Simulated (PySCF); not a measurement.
Excitations are Tamm–Dancoff values on a coarser integration grid. The basis has no diffuse functions, so Rydberg states are missing or too high.

**HF3GeO, SMILES `[OH][Ge]([F])([F])[F]` (charge 0, multiplicity 1)**

The numbers are results of PySCF 2.14.0 with r2SCAN-D4/def2-TZVP, not measurements.

The HOMO is -9.26 eV. The dipole moment is 2.24 D and the HOMO–LUMO gap is 7.27 eV. The LUMO comes out as -1.98 eV and the S1 excitation (TDA) is 7.40 eV. The S1 oscillator strength is 0.021, the brightest of the four lowest singlets (TDA) is 8.56 eV and the T1 excitation (TDA) is 6.82 eV. The S1–T1 gap (TDA) is 0.58 eV, the total energy is -2452.5172 Ha and the cost is around 10 core-minutes (rough).

Bond lengths (Å): O1–Ge2 1.732, O1–H6 0.965, Ge2–F3 1.696, Ge2–F4 1.706, Ge2–F5 1.706. Angles (°): Ge2–O1–H6 113.2, O1–Ge2–F3 107.7, O1–Ge2–F4 112.8, O1–Ge2–F5 112.9, F3–Ge2–F4 108.6, F3–Ge2–F5 108.5, F4–Ge2–F5 106.2.
Charge 0, spin multiplicity 1.
